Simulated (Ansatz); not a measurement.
Reaction (formal hydrolysis of a B–C bond): `NB(O)C1C=C1` + H₂O → `NB(O)O` + `C1=CC1`

Computed with Ansatz on PBE0-D4/def2-TZVP structures; ΔE is electronic, products minus reactants. CBS: MP2 limit from def2 TZ/QZ plus the TZ coupled-cluster correction, frozen cores. This one scheme is used for every species. Functionals use def2-TZVPP. One conformer a species, not always the lowest.

| level | ΔE (kJ/mol) |
| --- | --- |
| CAM-B3LYP-D4 | -116.9 |
| LC-ωPBE | -115.6 |

Q: What does CCSD(T)/CBS give? (Best estimate.)

A: Ansatz gave: -105.3 kJ/mol. The listed levels differ from it by -11.6, -10.3 kJ/mol.

Largest T1 diagnostic among the species: 0.011.

Leaving LDA and LC-ωPBE aside and taking each functional with its dispersion term where it has one, the values, not all of them listed here, spread over 18.3 kJ/mol, from BHLYP-D4 to revPBE-D4. In def2-TZVPP, CCSD(T) changes the Hartree–Fock value by +25.0 kJ/mol (the triples alone add +3.8 kJ/mol) and MP2 by +28.0 kJ/mol. The D4 term adds +7.3 kJ/mol with B3LYP and +4.3 kJ/mol with PBE0; it sums over pairs of atoms, weighted by their polarisabilities, and B3LYP, whose exchange is more repulsive, gets the larger term.

B3LYP here is the variant with VWN-RPA as its local correlation; programs differ in this.
